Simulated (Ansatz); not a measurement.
B2FH5OSi, SMILES `B[SiH](F)BO`. Total charge 0; spin multiplicity 1.

```xyz
10

B     1.464    0.810   -0.657
Si    0.471   -0.116    0.796
F     1.326   -1.222    1.596
B    -1.210   -0.960   -0.002
O    -2.155   -0.229   -0.628
H     0.887    1.684   -1.243
H     2.565    0.533   -1.029
H     0.051    0.924    1.787
H    -1.412   -2.141    0.049
H    -1.986    0.717   -0.669
```

Problem. List the harmonic frequencies (cm⁻¹, unscaled) at PBE0-D4/def2-TZVP in Ansatz. (An estimate is asked.)

Solution. The calculation gave: 49, 100, 142, 204, 275, 319, 496, 558, 598, 661, 684, 804, 873, 885, 911, 992, 1157, 1169, 1346, 2163, 2573, 2599, 2670, 3856.

Problem. Is this a minimum?

Solution. Yes, all 24 modes are real.

Problem. Give the ideal-gas thermochemistry at 298.15 K and 1 bar (rigid rotor, harmonic oscillator; point group C1, symmetry number 1).

Solution. Zero-point energy 156.0 kJ/mol; H(298) − E = 178.5 kJ/mol; entropy 358.0 J/(mol·K), of which translation 164.9, rotation 112.6, vibration 80.5; G(298) − E = 71.8 kJ/mol. Modes under 100 cm⁻¹ are hindered rotations or soft bends, so the harmonic entropy is rough.

Problem. And at 400, 500, 600, 800 and 1000 K?

Solution. 
```json
{"T (K)": "400", "H − E (kJ/mol)": "191.2", "S (J/mol/K)": "394.6", "G − E (kJ/mol)": "33.4"}
{"T (K)": "500", "H − E (kJ/mol)": "205.5", "S (J/mol/K)": "426.5", "G − E (kJ/mol)": "-7.7"}
{"T (K)": "600", "H − E (kJ/mol)": "221.2", "S (J/mol/K)": "454.9", "G − E (kJ/mol)": "-51.8"}
{"T (K)": "800", "H − E (kJ/mol)": "255.4", "S (J/mol/K)": "504.0", "G − E (kJ/mol)": "-147.8"}
{"T (K)": "1000", "H − E (kJ/mol)": "292.4", "S (J/mol/K)": "545.3", "G − E (kJ/mol)": "-252.9"}
```

Problem. Rotational constants (cm⁻¹)?

Solution. 0.1893, 0.08261, 0.06228.
